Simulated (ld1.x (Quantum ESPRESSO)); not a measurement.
## B, TM: configuration errors across variants

B (Z = 5), norm-conserving Troullier–Martins (Kleinman–Bylander form), made with ld1.x (Quantum ESPRESSO) 7.5 (LDA (PZ), non-relativistic). Core [He], reference 2s1.5 2p0 (charge +1.5). Waves: 2s (bound): rc 1.05 bohr; 2p (bound, empty): rc 2.00 bohr; 3d channel at 0.05 Ry: rc 2.05 bohr. Local part: all-electron potential smoothed inside 1.35 bohr (lloc = -1). Core correction: Bessel-smoothed model core inside 0.90 bohr.

All-electron excitation energies from the reference (eV): (1) 2s2 2p1 -19.485; (2) 2s2 2p0 -11.156; (3) 2s1 2p0 14.142; (4) 2s1 2p1 -5.207; (5) 2s2 2p1.3 -20.257; (6) 2s1 2p2 -13.805; (7) 2s0 2p3 -8.096; (8) 2s1.5 2p0 spin -0.125; (9) 2s2 2p1 spin -19.720.

Spin tests fill each open shell by Hund’s rule, majority spin first.

The overlap operator is not positive definite (basis up to 400 Ry) in “type ultrasoft; waves now 2s (bound): rcut 0.90, rcutus 1.05 bohr; 2s channel at 2.45 Ry: rcut 0.90, rcutus 1.05 bohr; 2p (bound): rcut 1.75, rcutus 2.00 bohr; 2p channel at 3.35 Ry: rcut 1.75, rcutus 2.00 bohr; 3d channel at 0.05 Ry: rcut 1.80, rcutus 2.05 bohr; 3d channel at 2 Ry: rcut 1.80, rcutus 2.05 bohr; local potential all-electron potential smoothed inside 0.85 bohr (lloc = -1); augmentation built from norm-conserving waves at rcut, not smoothed further”. Such files are unfit for use, however small their errors in these radial tests.

1 further variants failed, have other tests or another functional or relativity, and are left out.

A true bound ghost makes a file unfit for plane-wave use even where its test errors are small: the radial tests pick states by their node count and pass the ghost by.

Errors AE − PS in meV (a dash: test not solved or not reliable):

```csv
change,(1),(2),(3),(4),(5),(6),(7),(8),(9),bound ghosts
base,+37,+4.9,+6.6,+22,+42,+54,+81,+0.6,+46,none
"type ultrasoft; waves now 2s (bound): rcut 0.90, rcutus 1.05 bohr; 2s channel at 2.45 Ry: rcut 0.90, rcutus 1.05 bohr; 2p (bound): rcut 1.75, rcutus 2.00 bohr; 2p channel at 3.35 Ry: rcut 1.75, rcutus 2.00 bohr; 3d channel at 0.05 Ry: rcut 1.80, rcutus 2.05 bohr; 3d channel at 2 Ry: rcut 1.80, rcutus 2.05 bohr; local potential all-electron potential smoothed inside 0.85 bohr (lloc = -1); augmentation built from norm-conserving waves at rcut, not smoothed further",–,–,–,–,–,–,–,–,–,"p (d not tested, overlap not positive)"
core correction Bessel-smoothed model core inside 1.20 bohr,+47,+6.3,+9.3,+28,+53,+70,+105,+3.4,+63,none
wave 3d channel at 0.05 Ry: rc 2.05 bohr becomes 3d channel at 2.77 Ry: rc 2.05 bohr,+37,+4.9,+6.6,+22,+42,+54,+81,+0.6,+46,none
local potential all-electron potential smoothed inside 1.12 bohr (lloc = -1),+38,+5.0,+6.7,+22,+42,+54,+81,+0.6,+46,none
wave 2s (bound): rc 1.05 bohr becomes 2s (bound): rc 1.14 bohr,+36,+5.1,+7.0,+20,+40,+50,+74,+0.9,+44,none
wave 3d channel at 0.05 Ry: rc 2.05 bohr becomes 3d channel at 0.05 Ry: rc 2.84 bohr,+37,+4.9,+6.6,+22,+42,+54,+81,+0.6,+46,none
wave 2p (bound): rc 2.00 bohr becomes 2p (bound): rc 2.58 bohr,+87,+4.9,+6.6,+55,+101,+150,+219,+0.6,+100,none
```

Task: Give the same row for: local potential the d channel.

Result: +38, +5.0, +6.7, +22, +43, +55, +83, +0.6, +47; bound ghosts: none.
